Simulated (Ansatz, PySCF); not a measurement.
This Ansatz (a program for electronic structure) input computes a B3LYP/def2-TZVPD energy:

Ansatz 0.2 input:
```yaml
crystal:
  periodic: [false, false, false]
  atoms:
    - {symbol: Si, position_ang: [-0.00897005, -0.01185831, 1.03191828]}
    - {symbol: Cl, position_ang: [1.13086683, 1.29297351, -0.40030734]}
    - {symbol: Cl, position_ang: [-1.12347973, -1.28320784, -0.44950771]}
basis:
  gaussian:
    orbitals: def2-TZVPD
hamiltonian:
  xc: {name: B3LYP}
total_charge: -1
magnetization: {spin_polarized: true, initial_magnetization: 1}
output: {forces: true}
```

Problem. Write an input for the same energy in PySCF and say what it gives.

Solution. 
```python
from pyscf import gto, scf, dft

mol = gto.M(
    atom='''
    Si   -0.00897005   -0.01185831    1.03191828
    Cl    1.13086683    1.29297351   -0.40030734
    Cl   -1.12347973   -1.28320784   -0.44950771
    ''',
    basis='def2-tzvpd',
    charge=-1,
    spin=1,
    verbose=4,
)

mf = dft.UKS(mol, xc='b3lyp').density_fit(auxbasis='def2-universal-jkfit')
mf.grids.level = 3
mf.conv_tol = 1e-9
mf.max_cycle = 100
mf.max_memory = 1500
mf.kernel()
if not mf.converged:
    mf = mf.newton()
    mf.kernel(mf.make_rdm1())
for _ in range(2):
    mo, _, stable, _ = mf.stability(return_status=True)
    if stable:
        break
    mf.kernel(mf.make_rdm1(mo, mf.mo_occ))
mf.analyze()
```
It gives -1210.09362 Eh, and Ansatz -1210.09358 Eh, a difference of 0.04 mEh, from the treatment of integrals and grids.
